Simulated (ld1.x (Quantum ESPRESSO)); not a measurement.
**technetium: one change to an RRKJ potential, before and after**

ld1.x (Quantum ESPRESSO) 7.5 input, shortened:

```
&input
   title='Tc', zed=43., rel=1, dft='PBE', iswitch=3,
   config='[Kr] 4d5 5s1 5p1'
 /
 &inputp
   pseudotype=2, tm=.false., rho0=0.001, lloc=2,
   nlcc=.false.
 /
3
5S  1  0   1.00   0.00  2.50  2.50  0.0
5P  2  1   1.00   0.00  3.90  3.90  0.0
4D  3  2   5.00   0.00  1.95  1.95  0.0
 &test
   configts(1)='4d5 5s1 5p1'
 /
```

All-electron outer shells of the reference configuration (PBE, scalar-relativistic, ld1.x):

```tsv
shell	level (eV)	outermost node (bohr)	outermost maximum (bohr)
4s	-74.85	0.50	0.95
4p	-46.82	0.51	1.03
4d	-8.04	0.50	1.27
5s	-5.96	1.28	2.69
5p	-2.10	1.45	3.58
```

Change: functional PBEsol.

Cutoffs: the cutoffs (Ry, on a coarse ladder) from which the occupation-weighted sum of valence levels, in a spherical-Bessel basis at the reference potential, stays within 10 and 1 mRy of its value at 400 Ry; they do not see the model core or the augmentation charge, which bear on the density cutoff. Errors are all-electron minus pseudo energies relative to the spin-unpolarised reference configuration.

Task: How do hardness, ghosts and transferability respond?

Result: The potential gets neither clearly harder nor softer (40 Ry and 50 Ry → 40 Ry and 50 Ry); both files keep a bound ghost (p, s); the number of tests that count goes from 6 to 7; of the 6 tests that both files solve, the error grows in 1 and shrinks in 3 by more than 15 % and 0.3 meV (median size 24.8 → 9.0 meV).

```csv
quantity,base,changed
"cutoff, loose",40 Ry,40 Ry
"cutoff, tight",50 Ry,50 Ry
bound ghosts,"s, p","s, p"
"tests counted (converged, no solver errors)",6 of 7,7 of 7
"error for 4d5 5s2 5p0, meV [ΔE -3.75 → -3.80 eV]",+2.1,-0.6
"error for 4d5 5s1 5p0, meV [ΔE 4.40 eV]",+2.8,-2.4
"error for 4d5 5s0 5p0, meV [ΔE 19.25 → 19.23 eV]",+66,+16
"error for 4d4 5s0 5p0, meV [ΔE 47.96 → 47.92 eV]",+193,+102
"error for 4d5 5s1.5 5p0, meV [ΔE -0.47 → -0.50 eV]",+0.1,-1.1
"error for 4d4 5s2 5p0, meV [ΔE 7.89 → 7.85 eV]",-47,-46
s: phases at 4.24 bohr within 0.05 rad from the reference energy up to (Ry; the scan ends near 5),0.8,0.8
p: phases at 4.24 bohr within 0.05 rad from the reference energy up to (Ry; the scan ends near 5),1.5,1.5
d: phases at 4.24 bohr within 0.05 rad from the reference energy up to (Ry; the scan ends near 5),2.8,2.8
```

Base: Tests not counted: 4d4 5s2 5p1 (solver errors, printed error -1.5 eV). Changed file: These tests converged, but a pseudo level misses the all-electron one widely, so the file describes the atom poorly there or has found another state: 4d5 5s0 5p0: empty 5p by 2.1 eV (a node warning on the way); 4d4 5s2 5p1: 4d by 6.6 eV. ld1.x printed “convergence not achieved” for 5 of the counted tests; their residual had stalled under 1e-8, short of the target of 1e-14. A true bound ghost makes a file unfit for plane-wave use even where its test errors are small: the radial tests pick states by their node count and pass the ghost by. Where a test does run into it, the solver fails or the error is huge.
